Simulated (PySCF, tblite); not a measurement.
Isomers of C5H15N3Si, one GFN2-xTB conformer each. Single-point energies are computed at PBE0/pcSseg-1 (PySCF, gas phase, no added dispersion term), electronic only.

Task: Rank them by PBE0/pcSseg-1 energy, lowest first (kJ/mol).
A. `[CH3:1][N:2]1[CH2:3][CH2:4][Si@@:5]1([NH2:6])[CH2:7][CH2:8][NH2:9]` with C4–Si5–N6–H -28° and 116°, C4–Si5–C7–C8 -90°, Si5–C7–C8–N9 -67°, C7–C8–N9–H -178° and -60°
B. `[CH3:1][NH:2][Si@@H:3]([NH2:4])[NH:5][CH2:6][CH:7]1[CH2:8][CH2:9]1` with C1–N2–Si3–N4 55°, N2–Si3–N4–H 43° and 178°, N2–Si3–N5–C6 178°, Si3–N5–C6–C7 -100°, N5–C6–C7–C8 29°

Result: A (0.0), B (13.4).

As drawn, the lower has a four-membered ring and an Si–C bond, which the higher lacks; the higher has a three-membered ring, which the lower lacks. GFN2-xTB itself gives, in the same order: 78.9, 0.0. GFN2-xTB puts CN[Si@@H](N)NCC1CC1 lowest instead.

Task: Which frontier levels, dipoles and rotational constants go with these structures?

Result: 
| SMILES | HOMO (eV, PBE0/pcSseg-1) | LUMO (eV) | dipole (D) | A, B, C (MHz) |
| --- | --- | --- | --- | --- |
| CN1CC[Si@@]1(N)CCN | -5.69 | 1.14 | 2.30 | 2433, 817.1, 781.7 |
| CN[Si@@H](N)NCC1CC1 | -6.42 | 1.20 | 0.98 | 2680, 681.0, 605.3 |

Task: What happens when harmonic zero-point energies from GFN2-xTB frequencies are added?

Result: 
```csv
SMILES,ZPE (kJ/mol),electronic (kJ/mol),with ZPE (kJ/mol)
CN1CC[Si@@]1(N)CCN,540.0,0.0,0.0
CN[Si@@H](N)NCC1CC1,532.7,13.4,6.1
```

The zero-point energies span 7.3 kJ/mol. The order is unchanged.
